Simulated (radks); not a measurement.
Task: All-electron atom: Cs XXXVI in [Ar] 3d2. Calculated with a radial shooting solver on a logarithmic mesh with Libxc functionals: Dirac Kohn-Sham, LB94 model potential, spin-unpolarised, spherical densities, finite nucleus; open shells fill j = l - 1/2 first; Fermi nuclear charge, rms radius 4.8041 fm. Some entries of the table are withheld. Estimate them.

orbital,occ.,eigenvalue (Ry),r(max) (bohr),<1/r> (bohr^-1)
1s1/2,2,-2774.667,0.01678,59.45
2s1/2,2,-546.7712,(1),(2)
2p1/2,2,-523.6436,0.07237,(3)
2p3/2,4,-497.1677,0.07733,(4)
3s1/2,2,-198.7831,0.2609,5.423
3p1/2,2,-189.8768,0.2458,(5)
3p3/2,4,-183.7774,0.2553,(6)
3d3/2,2,(7),0.1996,4.973
3d5/2,0,(8),0.2023,4.895

Result: 
(1) 2s1/2 r(max) (bohr): 0.09466
(2) 2s1/2 <1/r> (bohr^-1): 14.04
(3) 2p1/2 <1/r> (bohr^-1): 14.02
(4) 2p3/2 <1/r> (bohr^-1): 12.84
(5) 3p1/2 <1/r> (bohr^-1): 5.372
(6) 3p3/2 <1/r> (bohr^-1): 5.069
(7) 3d3/2 eigenvalue (Ry): -170.0075
(8) 3d5/2 eigenvalue (Ry): -168.5798
